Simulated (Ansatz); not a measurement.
Calculated with Ansatz (gas phase, PBE0-D4/def2-TZVP geometries, no zero-point term in ΔE). CBS: MP2 limit from def2 TZ/QZ plus the TZ coupled-cluster correction, frozen cores. This one scheme is used for every species, atoms too. Functionals use def2-TZVPP. No spin–orbit coupling; open shells (•) take unrestricted orbitals. Spin–orbit coupling would lower the free atoms: a little for Al, Cl, O. Each species was taken in one conformer, which may not be the lowest.

Consider the atomization: `[OH2+][Al-]([Cl])([Cl])[Cl]` → Al• + 3 Cl• + 2 H• + O•.

| level | ΔE (kcal/mol) |
| --- | --- |
| BLYP-D4 | 554.5 |
| PBE0 | 559.1 |

(1) What does CCSD(T)/CBS give? (Best estimate.)

Largest T1 diagnostic among the species: 0.018.

## Answers

(1) Computed: +574.0 kcal/mol. The listed levels differ from it by -19.5, -14.9 kcal/mol.

In def2-TZVPP, CCSD(T) changes the Hartree–Fock value by +129.0 kcal/mol (the triples alone add +9.7 kcal/mol) and MP2 by +150.6 kcal/mol; breaking electron pairs costs correlation energy, which Hartree–Fock lacks. Leaving LDA and LC-ωPBE aside and taking each functional with its dispersion term where it has one, the values, not all of them listed here, spread over 29.8 kcal/mol, from BHLYP-D4 to B97M-V. LDA lies +77.7 kcal/mol from PBE without D4, its usual overbinding. The D4 term adds +8.4 kcal/mol with B3LYP and +4.4 kcal/mol with PBE0; it sums over pairs of atoms, weighted by their polarisabilities, and B3LYP, whose exchange is more repulsive, gets the larger term.

B3LYP here is the variant with VWN-RPA as its local correlation; programs differ in this.

For atomizations the MP2-based limit and the directly extrapolated one differ by several kJ/mol either way, and by 10 to 25 for some Ge, Se and Sn compounds, so smaller differences from it don't rank the levels.
